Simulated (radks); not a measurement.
Q: The mean radii <r> (bohr) of the occupied orbitals of an atom or ion are listed with their occupations. All-electron calculation, Dirac Kohn-Sham, RPBE, spin-unpolarised, spherical densities, finite nucleus; Fermi nuclear charge, rms radius of each element as measured or else 0.836 A^(1/3) + 0.57 fm. Program: a radial shooting solver on a logarithmic mesh with Libxc functionals.

| orbital | occ. | <r> |
|---|---|---|
| 1s1/2 | 2 | 0.03609 |
| 2s1/2 | 2 | 0.1577 |
| 2p1/2 | 2 | 0.1346 |
| 2p3/2 | 4 | 0.1391 |
| 3s1/2 | 2 | 0.4426 |
| 3p1/2 | 2 | 0.4381 |
| 3p3/2 | 4 | 0.4485 |
| 3d3/2 | 4 | 0.4299 |
| 3d5/2 | 6 | 0.4334 |
| 4s1/2 | 2 | 1.127 |
| 4p1/2 | 2 | 1.219 |
| 4p3/2 | 2 | 1.244 |
| 4d3/2 | 3 | 1.558 |

Name the element and its charge. Open shells, if any, fill j = l - 1/2 first.

A: Z = 41, niobium, charge +4: Nb4+ in [Ar] 3d10 4s2 4p4 4d3. The 1s radius gives Z: for a bare nucleus <r> = (2 gamma + 1)/(2Z) with gamma = sqrt(1 - (Z/c)^2), 0.03547 bohr for Z = 41, and screening makes it slightly larger (0.03609 here). The occupations add up to 37, and the charge is Z minus that.
